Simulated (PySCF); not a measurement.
A structure optimised at PBE-D3(BJ)/def2-TZVP, used in a PySCF frequency run:

```xyz
2

Zn     0.0000     0.0000    -1.5299
I      0.0000     0.0000     0.8660
```
Charge +1, spin multiplicity 1.

Q: Write its SMILES, formula and point group.

A: [Zn+][I], IZn, C∞v

Q: What are its rotational constants (standard atomic weights)?

A: 2.0404 GHz (linear rotor, B only)
